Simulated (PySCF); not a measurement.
PySCF job for C3H6OSi, SMILES C#C[Si@@H](C)O, KT2/pcSseg-1. The structure is a stationary point at r2SCAN-D4/def2-SVP. The structure was generated by enumeration; whether it is a known compound was not checked. One conformer was computed; it need not be the lowest.

```python
import numpy as np
from pyscf import gto, scf, dft
from pyscf.prop.nmr import rks as nmr

mol = gto.M(
    atom='''
    C     2.41363470    0.82914258    0.51142408
    C     1.27631778    0.39309520    0.41262789
    Si   -0.43548020   -0.27175184    0.25438695
    C    -1.59088395    1.04822723   -0.35566769
    O    -0.46908195   -1.50203350   -0.87191330
    H     3.41387956    1.21582605    0.59853436
    H    -0.83010723   -0.76980449    1.60738465
    H    -1.25880679    1.42335122   -1.33619591
    H    -2.61117725    0.64811295   -0.46631620
    H    -1.62553928    1.89646666    0.34568276
    H     0.16671839   -2.21594871   -0.74550627
    ''',
    basis='pcSseg-1',
    charge=0,
    spin=0,
    max_memory=1600,
    verbose=3,
)
mf = dft.RKS(mol, xc='kt2')
mf.grids.level = 3
mf.conv_tol = 1e-10
mf.max_cycle = 100
mf.kernel()
n = nmr.NMR(mf)
n.verbose = 2
n.max_cycle_cphf = 60
sigma = n.kernel()
print('atom   isotropic/ppm   span/ppm')
for i, s in enumerate(sigma):
    w = np.linalg.eigvalsh((s + s.T) / 2)
    print(f'{mol.atom_symbol(i):2s}{i + 1:3d} {w.mean():14.3f} {w[2] - w[0]:11.3f}')
```

Program output:

```
converged SCF energy = -488.297571407294
atom   isotropic/ppm   span/ppm
C   1         90.972     223.970
C   2        101.410     281.854
Si  3        387.314     118.976
C   4        183.642      18.304
O   5        288.554      41.987
H   6         28.608      14.193
H   7         25.961       7.671
H   8         30.582       9.600
H   9         30.657      10.874
H  10         31.086      10.533
H  11         30.290      20.203
```

The run converged.
